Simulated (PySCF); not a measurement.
Excitation energy of F²⁺ by level of theory

F²⁺ [He] 2s2 2p3 (4S) → F²⁺ [He] 2s2 2p2 3s1 (4P), as a difference of total energies. All numbers are calculated (PySCF 2.14, the spin-free X2C one-electron Hamiltonian (Gaussian nucleus), in aug-cc-pCVTZ-DK (7s6p4d2f, 59 functions)). Correlated levels: valence: 1s2 frozen. The calculations carry no spin-orbit coupling.

```
           method  excitation energy (eV)
              UHF                  39.271
    MP2 (valence)                  39.529
SCS-MP2 (valence)                  39.316
   CCSD (valence)                  39.272
CCSD(T) (valence)                  39.252
```

A first-order spin-orbit estimate (lowest level to lowest level, LS coupling) adds -0.044 eV.

The promoted electron is Rydberg-like, and one or two diffuse shells describe it only roughly, which tends to raise the upper state.
